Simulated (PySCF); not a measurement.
Polarisability and C₆ of Mn+ (manganese, charge +1)

[Ar] 3d5 4s1, high-spin 7S determinant. All numbers are calculated (PySCF 2.14, the non-relativistic Hamiltonian (point nucleus), in aug-cc-pVQZ (9s8p6d4f3g2h, 140 functions)). Coupled (time-dependent) response in atomic units; α is the mean over directions.

```csv
method,mean α (bohr³),C₆ (like pair),S(−4)
PBE0,30.83,162.0,801.7
```

S(−4) is the Cauchy moment in α(ω) = α(0) + S(−4) ω² + …

α(iu) at PBE0:

| u (hartree) | α(iu) (bohr³) |
| --- | --- |
| 0 | 30.83 |
| 0.0500 | 28.97 |
| 0.100 | 24.66 |
| 0.200 | 16.15 |
| 0.300 | 10.95 |
| 0.500 | 6.229 |
| 0.750 | 3.954 |
| 1.00 | 2.880 |
| 1.50 | 1.832 |
| 2.00 | 1.304 |
| 3.00 | 0.7718 |
| 5.00 | 0.3682 |

A single London oscillator, α(iu) = α/(1 + u²/ω²), gives C₆ = (3/4) ω α². Matching the computed C₆ needs ω = 4 × 162.0 / (3 × 30.83²) = 0.227 hartree.

For an ion, C₆ is the dispersion term alone; charge-induced terms of lower order in 1/R come first.
